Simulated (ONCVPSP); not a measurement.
## Pseudopotential generation for strontium: ONCV, LDA (Perdew-Wang 92), fully relativistic.

- Element: strontium
- Generator: ONCVPSP 4.0.1
- Type: optimised norm-conserving Vanderbilt (ONCV)
- Functional: LDA (Perdew-Wang 92)
- Relativity: fully relativistic
- Frozen core: [Ar] 3d10 4s2
- Valence charge: 8
- Reference configuration: 4p6 (charge +2)
- Partial waves: s scattering state at 0.1 Ha: rc 2.05 bohr, ncon 4, nbas 8, qcut 3.2 1/bohr, 3 projectors, debl 0.5 Ha; 4p: rc 1.90 bohr, ncon 4, nbas 9, qcut 8.6 1/bohr, 2 projectors, debl 3 Ha; d scattering state at 0.29 Ha: rc 1.70 bohr, ncon 4, nbas 8, qcut 6.1 1/bohr, 1 projector
- Local potential: polynomial inside 1.40 bohr (lpopt 3, dvloc0 4 Ha)
- Core correction: Teter function, fcfact 3.5, rcfact 1.25

Open shells are filled in proportion to 2j + 1.

Problem. Is a potential produced?

Solution. No. ONCVPSP 4.0.1 stopped with "optimize: ERROR ps0norm > uunorm, code will stop": the continuity conditions at rc already need more norm inside rc than the all-electron wave has, so norm conservation cannot be met. It happened in the s channel.
